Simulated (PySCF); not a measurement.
Problem. What does the PBE0-D3(BJ)/def2-SVP structure of InChI=1S/CH4BF2OP/c3-1(4)5-2-6/h1-2H,6H2 look like in three dimensions?

Solution. 
```xyz
10
CH4BF2OP angstrom
F     -2.5349   -0.5189    0.5296
C     -1.3603    0.0336    0.8414
F     -1.2217    1.1398    0.0910
O     -0.3789   -0.8760    0.5989
B      0.6882   -0.8393   -0.2504
P      1.1899    0.5582   -1.4537
H     -1.3601    0.3206    1.9059
H      1.3061   -1.8763   -0.2989
H      1.1283    1.7023   -0.6147
H      2.5926    0.3357   -1.3662
```

Orientation and origin are arbitrary. Atoms count from 1 in this order. B5 (three-coordinate boron) is planar (angles 128.1°, 117.9° and 113.7°, sum 359.7°, 0.05 Å off the plane of its three neighbours). P6 (three-coordinate phosphorus) is pyramidal (angles 101.9°, 97.6° and 96.1°, sum 295.6°, 0.75 Å off the plane of its three neighbours). Of the pairs four or more bonds apart, F3···P6 is among the closest relative to their van der Waals radii: 2.92 Å, 89 % of the sum of Bondi's values.

Bonds between heavy atoms (Å): F1–C2 1.335, C2–F3 1.344, C2–O4 1.360, O4–B5 1.364, B5–P6 1.911.

Method: PBE0-D3(BJ)/def2-SVP geometry optimisation, gas phase in PySCF 2.14.0.

Point group: C1 (no symmetry element, even within 0.4 Å). Stationary, but not proved a minimum. The numbers are those of one conformer (F1–C2–O4–B5 119°, C2–O4–B5–P6 0°, O4–B5–P6–H 49° and 148°).
